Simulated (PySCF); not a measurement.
C3H11OSi3 (doublet state).
Z-matrix (Å and degrees, GFN2-xTB geometry), rows numbered from 1:
```
Si
Si  1  2.2744
O   2  1.6329  1  105.33
Si  3  1.6100  2  167.00  1    94.70
C   2  1.8977  1  115.51  3   118.47
C   5  1.5040  2  121.87  1  -141.02
C   6  1.4916  5   60.27  2   108.11
H   1  1.4671  2  117.71  3   178.37
H   1  1.4691  2  121.19  3   -50.29
H   2  1.4722  1  116.00  3  -113.69
H   4  1.4613  3  105.81  2  -113.85
H   4  1.4609  3  106.40  2   125.81
H   4  1.4645  3  108.72  2     5.82
H   5  1.0857  2  114.60  1    71.96
H   6  1.0808  5  118.46  7   108.43
H   6  1.0803  5  117.95  7  -107.87
H   7  1.0808  5  117.94  6   107.83
H   7  1.0808  5  118.75  6  -108.47
```

The hyperfine couplings belong to this conformer and change with its torsions.

Identity: `[SiH2][Si@@H](O[SiH3])C1CC1` [radical].

Theory: UKS B3LYP, pcH-1 on C H O Si, non-relativistic, mean-field spin-orbit, GIAO (PySCF). The structure is a single GFN2-xTB conformer in the gas phase; no vibrational or solvent corrections. GFN2-xTB frequencies show an imaginary mode (47i cm⁻¹), so this geometry is no minimum at that level. A GFN2-xTB geometry isn't a minimum of the functional, and hyperfine couplings can be far from their values at a DFT geometry, by a factor of two or more for some ions and for spin on atoms past the first row. The SCF solution wasn't tested for stability.

Principal values of hyperfine tensors in MHz (contact, dipolar and spin–orbit terms together), for some of the nuclei:

```
atom  isotope       A1       A2       A3
 Si1     29Si  -484.14  -215.81  -213.95
  C5      13C    35.36    35.49    44.53
  H8       1H   -24.02   -11.12    -4.78
 Si2     29Si   -13.68    -4.96    -1.59
  H9       1H   -16.72    -3.66     2.23
 H15       1H     3.44     4.05     5.81
 H10       1H    -6.62    -5.57    -0.78
 H14       1H    -4.56    -2.96     0.81
```

(1) Split each tensor into its isotropic and traceless parts, and turn a_iso into mT with g = 2.0042.

(2) What spin density at the nucleus of C5 lies behind its contact coupling (g_N = 1.40482)?

(3) C6 (13C, g_N = 1.40482) isn't in the table. Its spin density at the nucleus is 0.006146 bohr⁻³. What is its contact coupling?

(4) Name the largest traceless tensor T of the table and describe it.

(5) In a single crystal, with the field along each principal axis of the tensor of C5 in turn, what first-order splitting does this nucleus give (isotropic g, quadrupole terms neglected)?

## Answers

(1) a_iso is a third of the trace, T = A − a_iso, and a(mT) = a(MHz)/(g × 13.996). The tensors hold a spin–orbit part: the run splits a_iso into a_FC + a_SO, and T includes its anisotropic share.

```
atom  a_iso (MHz)     a_FC  a_SO  a_iso (mT)       T1     T2     T3
 Si1      -304.63  -305.60  0.97     -10.860  -179.51  88.82  90.68
  C5        38.46    38.46  0.00       1.371    -3.10  -2.97   6.07
  H8       -13.30   -13.34  0.03      -0.474   -10.71   2.19   8.53
 Si2        -6.75    -6.78  0.04      -0.240    -6.94   1.78   5.15
  H9        -6.05    -6.08  0.03      -0.216   -10.67   2.39   8.28
 H15         4.43     4.43  0.00       0.158    -1.00  -0.38   1.38
 H10        -4.32    -4.32  0.00      -0.154    -2.29  -1.25   3.55
 H14        -2.24    -2.24  0.00      -0.080    -2.33  -0.72   3.05
```

(2) a_FC = (2μ0/3) gₑ μB g_N μN ρ(0)/(2S·h) = 800.24 MHz × g_N × ρ(0)/(2S), with ρ in bohr⁻³. With a_FC = 38.46 MHz and 2S = 1, ρ(0) = 0.03421 bohr⁻³.

(3) By the same relation, a_FC = 6.91 MHz. Its full tensor has the principal values 5.52, 5.68, 9.52 MHz.

(4) Si1: -179.5, 88.8, 90.7 MHz (the dipolar term alone has -178.6, 88.5, 90.1), axial, in the ratio +1:+1:−2, the form that spin in one p orbital centred on that nucleus gives (the nuclear moment is negative).

(5) 2 lines (I = 1/2), spaced by |A_i|/(g × 13.996): 1.26, 1.27, 1.59 mT along the axes of A1, A2 and A3.

Hardware: one thread, Arm Neoverse V2 (aarch64), shared host. Cost: 2.6 min (with the writing of density and orbital grids), 1.1 GiB resident at most.
